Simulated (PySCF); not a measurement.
ClCrO2, charge +1, multiplicity 1. Atoms are numbered in the order given.

```xyz
4

Cr     0.4259     0.2908     0.0000
O      1.0701    -0.3312     1.2333
O      1.0701    -0.3312    -1.2333
Cl    -1.6085    -0.0987     0.0000
```
Charge +1, spin multiplicity 1.

Coordinates come from a B3LYP-D3(BJ)/def2-SVP optimisation. The multiplicity is an assumed one; other spin states were not compared. The isomer is the one that the SMILES or the coordinates give; other isomers of the formula were not compared.

The numbers are results of B3LYP-D3(BJ)/def2-SVP (PySCF), not measurements.

Frequencies are harmonic and unscaled.

Computed normal modes with their intensities:
```tsv
mode	ν (cm⁻¹)	IR (km/mol)	moving atoms (share of kinetic energy)
1	243	15.5	O 52 %, Cr 30 %, Cl 17 %
2	249	0.2	O 65 %, Cl 21 %, Cr 15 %
3	423	16.2	O 61 %, Cl 25 %, Cr 14 %
4	522	21.0	Cr 40 %, Cl 36 %, O 24 %
5	1147	94.7	O 71 %, Cr 29 %
6	1162	58.6	O 81 %, Cr 19 %
```
